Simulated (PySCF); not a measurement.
# Molecular orbitals of BSb

M06-L at R = 2.056 Å; PySCF, spin-free X2C with a Gaussian nucleus, basis sets B x2c-SVPall, Sb x2c-SVPall. State: ³Π (triplet), unpaired electrons σ ↑, π ↑. Only the outer orbitals are listed, counted within each symmetry.

```
spin  orbital  occ.  ε (eV)  on B (%)           main shells (%)
   α      11σ     1  -14.56        27           69 Sb s, 22 B s
   α      12σ     1   -9.59        54  51 B s, 24 Sb s, 21 Sb p
   α       6π     1   -6.18        35           64 Sb p, 35 B p
   α      13σ     1   -5.90        63   52 B p, 33 Sb p, 12 B s
   α       6π     1   -5.62        41           58 Sb p, 40 B p
   α       7π     0   -2.74        60           60 B p, 37 Sb p
   α       7π     0   -2.32        55           55 B p, 42 Sb p
   α      14σ     0    1.98        25  53 Sb p, 25 B p, 17 Sb d
   β      11σ     1  -13.68        23           74 Sb s, 17 B s
   β      12σ     1   -8.23        42  39 B s, 38 Sb p, 20 Sb s
   β       6π     1   -5.12        26           74 Sb p, 25 B p
   β       6π     0   -4.92        21           79 Sb p, 20 B p
   β      13σ     0   -3.31        78   41 B p, 37 B s, 19 Sb p
   β       7π     0   -1.39        69           69 B p, 26 Sb p
```

Task: Which are the highest filled and the lowest empty level, where do they sit, and how wide is the gap?

Result: Highest filled β 6π at -5.12 eV (in %: 74 Sb p, 25 B p); lowest empty β 6π at -4.92 eV (in %: 79 Sb p, 20 B p); the gap at M06-L is 0.20 eV. Both belong to one degenerate shell, split only by its one-sided filling, so this is no excitation gap.

The bond order (Mayer) is 2.29. The ⟨S²⟩ is 2.030, the charge on B (Mulliken, basis-dependent) is -0.11 and the charge on B (Löwdin, basis-dependent) is -0.29. The dipole moment (positive dipole means B(−)Sb(+)) is 1.03 D.

Spin–orbit coupling is left out. The state was picked by a PBE0 search and need not be the measured ground state.
